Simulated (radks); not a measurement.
Results of a calculation; reference values are marked as such.
Problem. The ytterbium ion Yb12+, 58 electrons, occupied as [Kr] 4d10 4f10 5s2. Code: a radial shooting solver on a logarithmic mesh with Libxc functionals. Model: scalar-relativistic Kohn-Sham, r2SCAN, spin-polarised, spherical densities, finite nucleus; open shells are filled with parallel spins first (spin-orbit coupling, left out, can overturn this in heavy ions); meta-GGA in the generalised Kohn-Sham scheme; Fermi nuclear charge, rms radius 5.3108 fm. Some entries of the table are withheld. Estimate them.

orbital,occ.,eigenvalue (eV),r(max) (bohr),<1/r> (bohr^-1)
1s down,1,-61558.66,0.01237,80.62
1s up,1,-61558.64,0.01237,80.62
2s up,1,-10656.87,0.07055,18.81
2s down,1,-10656.85,0.07055,18.81
2p up,3,-9418.609,0.05756,17.26
2p down,3,-9418.591,0.05756,17.26
3s up,1,-2601.973,0.1992,6.960
3s down,1,-2598.909,0.1992,6.966
3p up,3,-2226.813,0.1965,6.472
3p down,3,-2223.748,0.1964,6.478
3d up,5,-1769.188,0.1605,6.120
3d down,5,-1766.845,0.1604,6.126
4s up,1,-710.8396,0.4541,2.952
4s down,1,-704.9846,0.4542,2.948
4p up,3,-586.0138,0.4745,(1)
4p down,3,-580.2852,0.4745,(2)
4d up,5,-420.6385,0.4874,2.418
4d down,5,-414.9576,0.4875,2.412
5s up,1,-259.1861,0.9859,1.304
5s down,1,-256.3855,0.9917,1.291
4f up,7,-236.2025,0.4639,2.013
4f down,3,-230.5448,0.4653,2.000

Solution. 
(1) 4p up <1/r> (bohr^-1): 2.706
(2) 4p down <1/r> (bohr^-1): 2.701
